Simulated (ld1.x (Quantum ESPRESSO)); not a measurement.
Scattering properties, PAW potential for Os (Z = 76)

| Property | Result |
| --- | --- |
| Element | osmium (Os) |
| Generator | ld1.x (Quantum ESPRESSO) 7.5 |
| Type | PAW |
| Functional | LDA (PZ) |
| Relativity | fully relativistic |
| Frozen core | [Xe] 4f14 |
| Valence charge | 8 |
| Reference configuration | 5d6 6s2 6p0 |
| Partial waves | 6s (bound): rcut 2.25, rcutus 2.55 bohr; 6s channel at 1.1 Ry: rcut 2.25, rcutus 2.55 bohr; 6p (bound, empty): rcut 3.60, rcutus 4.15 bohr; 6p channel at 2.9 Ry: rcut 3.60, rcutus 4.15 bohr; 5d (bound): rcut 2.20, rcutus 2.60 bohr; 5d channel at 1.5 Ry: rcut 2.20, rcutus 2.60 bohr |
| Local potential | all-electron potential smoothed inside 3.20 bohr (lloc = -1) |
| Core correction | Bessel-smoothed model core inside 1.95 bohr |
| Augmentation charge | BESSEL, radius 1.80 bohr |

Open shells are filled in proportion to 2j + 1 (rel_dist='average').

The phase is arctan(r·u′/u) with u = r·R(r), unwrapped; energies in Ry, scanned from -2 to 5 Ry. A pole is an energy at which the radial function vanishes at the test radius. The pseudo phase is shifted by a multiple of π to meet the all-electron one at the reference energy, and phase errors are pseudo minus all-electron; the curves can meet again beyond the range given. Levels narrower than the energy grid can be missing from the lists of poles.

```tsv
channel	radius (bohr)	reference energy (Ry)	poles, all-electron	poles, pseudo	unbroken range about the reference energy with phases within 0.05 rad	phase error 1 Ry above the reference energy (rad)
s	4.48	-0.47	-0.30, 2.13	-0.30, 2.13	below 3.6	-0.000
p1/2	4.48	-0.14	0.24, 2.77	0.23, 2.77	below 1.0	-0.029
p3/2	4.48	-0.09	0.39, 3.05	0.38, 3.05	below 1.2	-0.018
d3/2	4.48	-0.52	-0.50, 1.43, 4.42	-0.50, 1.43, 4.51	below 2.7	+0.004
d5/2	4.48	-0.45	-0.42, 1.48, 4.49	-0.42, 1.48, 4.50	the whole range	+0.000
```

The ghost test of this file was not conclusive.

Phases in the p3/2 channel:

```csv
E (Ry),all-electron,pseudo
-2.00,1.404,1.403
-1.76,1.391,1.390
-1.52,1.375,1.374
-1.28,1.353,1.352
-1.04,1.322,1.321
-0.80,1.272,1.270
-0.56,1.174,1.172
-0.32,0.882,0.880
-0.08,-0.620,-0.620
0.16,-1.396,-1.399
0.40,-1.575,-1.580
0.64,-1.672,-1.681
0.88,-1.764,-1.781
1.12,-1.903,-1.941
1.36,-2.261,-2.398
1.60,-3.554,-3.766
1.84,-4.303,-4.344
2.08,-4.503,-4.515
2.32,-4.592,-4.596
2.56,-4.644,-4.645
2.80,-4.681,-4.681
3.04,-4.711,-4.711
3.28,-4.737,-4.739
3.52,-4.764,-4.770
3.76,-4.793,-4.811
4.00,-4.830,-4.888
4.24,-4.884,-5.216
4.48,-4.984,-7.493
4.72,-5.254,-7.760
4.96,-6.481,-7.835
```
